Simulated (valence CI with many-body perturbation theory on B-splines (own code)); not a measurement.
**From CI to CI+MBPT in Sb38+**

Computed by relativistic CI+MBPT: three valence electrons over a frozen Dirac-Fock core [Ne], radial functions for each j: 11 s, 11 p, 9 d, 7 f, 5 g, 2 h, 1 i, with the one-electron correlation potential Σ1, the two-electron term Σ2, the three-electron term Σ3, Breit, model QED; selected CI, second order for the rest (own B-spline code, finite nucleus).

No measured spectrum was set against this ion. As an estimate, large intervals hold to a few tenths of a per cent, small ones and those within an open d or f shell to about a per cent.

Each rung adds one term. CI alone is the Dirac-Coulomb CI over the frozen core; QED comes last and gives the full result, which names the levels. Energies are above (3s^2 3p1/2) J=1/2 on the same rung, in eV.

Levels are named by their leading jj configuration (3d3/2^4 stands for four electrons in 3d with j = 3/2), which in mixed levels can hold well under half, so a name can repeat and another be missing. Letters in brackets count levels of one name in rising energy.

```
                     Level  CI alone
        (3s^2 3p3/2) J=3/2     63.92
        (3s 3p1/2^2) J=1/2     92.81
(3s 3p1/2 3p3/2) J=3/2 [a]    141.11
    (3s 3p1/2 3p3/2) J=5/2    151.56
(3s 3p1/2 3p3/2) J=3/2 [b]    166.08
    (3s 3p1/2 3p3/2) J=1/2    174.65
        (3s 3p3/2^2) J=5/2    205.37
        (3s^2 3d3/2) J=3/2    209.09
        (3s^2 3d5/2) J=5/2    229.99
        (3s 3p3/2^2) J=1/2    238.77
        (3s 3p3/2^2) J=3/2    244.06
     (3p1/2^2 3p3/2) J=3/2    261.92
(3s 3p1/2 3d3/2) J=3/2 [a]    275.77
    (3s 3p1/2 3d3/2) J=5/2    282.36
(3s 3p1/2 3d5/2) J=5/2 [a]    298.49
    (3s 3p1/2 3d3/2) J=1/2    298.88
```

**Question.** What do these energies become with core correlation, Breit and QED?

**Answer.** (3s^2 3p3/2) J=3/2 63.18 (-0.743); (3s 3p1/2^2) J=1/2 92.49 (-0.323); (3s 3p1/2 3p3/2) J=3/2 [a] 140.24 (-0.863); (3s 3p1/2 3p3/2) J=5/2 150.38 (-1.186); (3s 3p1/2 3p3/2) J=3/2 [b] 164.80 (-1.278); (3s 3p1/2 3p3/2) J=1/2 173.12 (-1.531); (3s 3p3/2^2) J=5/2 203.54 (-1.830); (3s^2 3d3/2) J=3/2 207.01 (-2.077); (3s^2 3d5/2) J=5/2 227.52 (-2.475); (3s 3p3/2^2) J=1/2 236.75 (-2.022); (3s 3p3/2^2) J=3/2 241.61 (-2.448); (3p1/2^2 3p3/2) J=3/2 260.18 (-1.747); (3s 3p1/2 3d3/2) J=3/2 [a] 273.89 (-1.875); (3s 3p1/2 3d3/2) J=5/2 280.27 (-2.082); (3s 3p1/2 3d5/2) J=5/2 [a] 296.02 (-2.470); (3s 3p1/2 3d3/2) J=1/2 296.59 (-2.289).

**Question.** How does the ionisation energy move along the ladder, and which term matters most?

**Answer.** CI alone 2656.7, + Σ1 2657.7, + Σ2 2657.5, + Σ3 2657.5, + Breit 2654.9, + QED 2655.0 eV. The largest step is Breit, -2.5 eV. NIST lists 2654 ± 4 eV (theoretical).
